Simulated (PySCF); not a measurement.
## Diatomics with 88 electrons

PBE0 in PySCF with def2-SVP on every atom (core potentials on Rb, Sr, Sb, Te, Cs), for the lowest determinant that a PBE0 search found; no spin–orbit coupling. All have 88 electrons, 6 of them in the valence shells, and the same state, a triplet (π ↑↑). For ions De leads to the atom and ion picked by measured ionisation energies and electron affinities.

```
species  difference of nuclear charges  Re (Å)  ωe (cm⁻¹)  k (mdyn/Å)  De (eV)  dissociates to  Mayer bond order
   RbSb                             14   3.489        109       0.349     1.10         Rb + Sb              0.83
   CsAs                             22   3.444        115       0.376     1.18         Cs + As              0.87
  SrSb⁺                             13   3.133        153       0.705     1.30        Sr⁺ + Sb              1.34
  RbTe⁺                             15   3.826       62.2       0.117     0.37        Rb⁺ + Te              0.16
  CsSe⁺                             21   3.861       58.3       0.100     0.31        Cs⁺ + Se              0.16
```

(1) Which member of the whole set has the stiffest bond, and how does it compare with the softest?

Weak bonds: CsSe⁺, RbTe⁺. Basis-set superposition, not corrected here, can be much of De in a small basis, most of all at correlated wavefunction levels. Functionals without a dispersion term scatter widely for such bonds, and LDA overbinds them. Spin–orbit coupling is left out, which matters for elements this heavy, above all for dissociation energies. For an ion De counts to the pair picked by the measured ionisation energies or electron affinities, which need not be the lowest pair at this level. States were picked by a PBE0 search and need not be the measured ground states.

Results:

(1) SrSb⁺ with k = 0.705 mdyn/Å, 7.1 times that of CsSe⁺.
